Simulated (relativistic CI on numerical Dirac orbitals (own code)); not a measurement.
Rh⁷⁺: L2,3 absorption edge

Computed with this model: Dirac-Coulomb-Breit CI, separate exchange-only KLI orbitals for each configuration, QED by a radiative potential, valence Slater integrals scaled by 0.9, multiplet model of core-to-valence dipole absorption; configurations [Kr] 4d2 → [He] 2s2 2p5 3s2 3p6 3d10 4s2 4p6 4d3; 300 K; Lorentzian 2.4 eV and Gaussian 0.5 eV FWHM. Energies are those of the free ion, without screening or charge transfer. The branching ratio is the share of the lower-energy edge in the whole absorption, uncertain by about 0.02 where the edges overlap. S is read from ⟨S²⟩ = S(S + 1).

Field parameters in Wybourne normalisation: D3d B²₀ = −7Dσ, B⁴₀ = −14Dq − 21Dτ, B⁴₃ = −14√(10/7) Dq; Td as Oh with Dq negative (B⁴₀ = 21Dq, B⁴₄ = √(5/14) B⁴₀). The field is a parameter set, without covalency.

Computed curve for D3d, 10Dq = 22450, Dσ = 470, Dτ = 70 cm⁻¹, scaled to 100 at the maximum (points under 2 are left out and the grid is thinned):

(Energy (eV), Intensity): (3011.00, 2.0), (3011.75, 2.3), (3012.25, 2.6), (3013.00, 3.1), (3013.50, 3.5), (3014.25, 4.3), (3015.00, 5.4), (3015.50, 6.4), (3016.25, 8.8), (3016.75, 11.3), (3017.50, 17.0), (3018.25, 24.2), (3018.75, 27.8), (3019.50, 34.9), (3020.00, 44.0), (3020.75, 63.7), (3021.25, 77.8), (3022.00, 91.3), (3022.75, 98.6), (3023.25, 99.6), (3024.00, 83.3), (3024.50, 65.4), (3025.25, 41.8), (3026.00, 26.7), (3026.50, 20.3), (3027.25, 14.1), (3027.75, 11.3), (3028.50, 8.4), (3029.25, 6.5), (3029.75, 5.6), (3030.50, 4.6), (3031.00, 4.0), (3031.75, 3.3), (3032.50, 2.8), (3033.00, 2.5), (3033.75, 2.1), (3157.00, 2.3), (3157.75, 3.1), (3158.50, 4.4), (3159.00, 5.8), (3159.75, 9.2), (3160.25, 12.1), (3161.00, 15.0), (3161.75, 16.7), (3162.25, 20.0), (3163.00, 28.3), (3163.50, 32.5), (3164.25, 33.2), (3164.75, 31.9), (3165.50, 28.3), (3166.25, 23.3), (3166.75, 19.6), (3167.50, 13.5), (3168.00, 10.1), (3168.75, 6.6), (3169.50, 4.6), (3170.00, 3.7), (3170.75, 2.8), (3171.25, 2.4), (3172.00, 2.1)

The ground state has S = 0.99, and the centroid lies at 3060.83 eV.
